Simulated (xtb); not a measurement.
xtb input (GFN1-xTB):

```bash
xtb mol.xyz --gfn 1 --sp --chrg 0 --uhf 0
```
mol.xyz:
```
9

Si     2.37624619    -0.55272647    -0.30569849
O      0.76088431    -0.86803171    -0.45494135
Si    -0.74365006    -0.36431241    -0.18296077
Cl    -1.04151230    -0.10300297     1.82907023
Cl    -1.06248852     1.42912181    -1.12498952
H      3.10100932    -1.70034620    -0.88557184
H      2.71757833    -0.39825826     1.12399733
H      2.70520806     0.68705453    -1.03987667
H     -1.69920194    -1.34967251    -0.68716065
```

End of the output:

```
         :::::::::::::::::::::::::::::::::::::::::::::::::::::
         ::                     SUMMARY                     ::
         :::::::::::::::::::::::::::::::::::::::::::::::::::::
         :: total energy             -19.378314781349 Eh    ::
         :: gradient norm              0.059191278084 Eh/a0 ::
         :: HOMO-LUMO gap              7.244895679209 eV    ::
         ::.................................................::
         :: SCC energy               -19.462086065382 Eh    ::
         :: -> electrostatic           0.028180927950 Eh    ::
         :: repulsion energy           0.087921317969 Eh    ::
         :: dispersion energy         -0.004150033936 Eh    ::
         :: halogen bond corr.         0.000000000000 Eh    ::
         :: add. restraining           0.000000000000 Eh    ::
         :: total charge              -0.000000000000 e     ::
         :::::::::::::::::::::::::::::::::::::::::::::::::::::

           -------------------------------------------------
          |                Property Printout                |
           -------------------------------------------------

    * Orbital Energies and Occupations

         #    Occupation            Energy/Eh            Energy/eV
      -------------------------------------------------------------
         1        2.0000           -0.9073138             -24.6893
       ...           ...                  ...                  ...
         4        2.0000           -0.6456923             -17.5702
         5        2.0000           -0.5896488             -16.0452
         6        2.0000           -0.5700358             -15.5115
         7        2.0000           -0.5599311             -15.2365
         8        2.0000           -0.5360553             -14.5868
         9        2.0000           -0.4929830             -13.4148
        10        2.0000           -0.4866846             -13.2434
        11        2.0000           -0.4760033             -12.9527
        12        2.0000           -0.4700065             -12.7895
        13        2.0000           -0.4591063             -12.4929
        14        2.0000           -0.4584368             -12.4747
        15        2.0000           -0.4556360             -12.3985
        16        2.0000           -0.4544669             -12.3667 (HOMO)
Note: The following floating-point exceptions are signalling: IEEE_DENORMAL
normal termination of xtb
        17                         -0.1882219              -5.1218 (LUMO)
        18                         -0.1614797              -4.3941
        19                         -0.1559329              -4.2431
        20                         -0.1432598              -3.8983
        21                         -0.1372855              -3.7357
        22                         -0.1158810              -3.1533
        23                         -0.0681943              -1.8557
        24                         -0.0526343              -1.4323
        25                         -0.0514663              -1.4005
        26                         -0.0489463              -1.3319
        27                         -0.0452979              -1.2326
       ...                                ...                  ...
        48                          1.5785549              42.9547
      -------------------------------------------------------------
                  HL-Gap            0.2662450 Eh            7.2449 eV
             Fermi-level           -0.3213444 Eh           -8.7442 eV

  Mulliken/CM5 charges         n(s)   n(p)   n(d)
     1Si    0.39205  0.14981   1.211  1.697  0.699
     2O    -0.36458 -0.38396   1.634  4.730  0.000
     3Si    0.46881  0.29943   1.025  1.405  1.101
     4Cl   -0.12273 -0.07922   1.891  5.242 -0.010
     5Cl   -0.12282 -0.07931   1.891  5.242 -0.010
     6H    -0.06969  0.01526   1.070  0.000  0.000
     7H    -0.07048  0.01409   1.070  0.000  0.000
     8H    -0.07045  0.01412   1.070  0.000  0.000
     9H    -0.04010  0.04976   1.040  0.000  0.000

Wiberg/Mayer (AO) data.
largest (>0.10) Wiberg bond orders for each atom

 ---------------------------------------------------------------------------
     #   Z sym  total        # sym  WBO       # sym  WBO       # sym  WBO
 ---------------------------------------------------------------------------
     1  14 Si   4.183 --     2 O    1.263     7 H    0.940     8 H    0.940
                             6 H    0.939
     2   8 O    2.563 --     1 Si   1.263     3 Si   1.232
     3  14 Si   4.932 --     4 Cl   1.341     5 Cl   1.341     2 O    1.232
                             9 H    0.930
     4  17 Cl   1.420 --     3 Si   1.341
     5  17 Cl   1.420 --     3 Si   1.341
     6   1 H    0.992 --     1 Si   0.939
     7   1 H    0.990 --     1 Si   0.940
     8   1 H    0.990 --     1 Si   0.940
     9   1 H    0.995 --     3 Si   0.930
 ---------------------------------------------------------------------------

Topologies differ in total number of bonds
Writing topology from bond orders to xtbtopo.mol

 dipole moment from electron density (au)
     X       Y       Z
   0.1557  -0.3886  -0.2029  total (Debye):    1.182

           -------------------------------------------------
          | TOTAL ENERGY              -19.378314781349 Eh   |
          | GRADIENT NORM               0.059191278084 Eh/α |
          | HOMO-LUMO GAP               7.244895679209 eV   |
           -------------------------------------------------

------------------------------------------------------------------------
------------------------------------------------------------------------
 total:
 SCF:
```
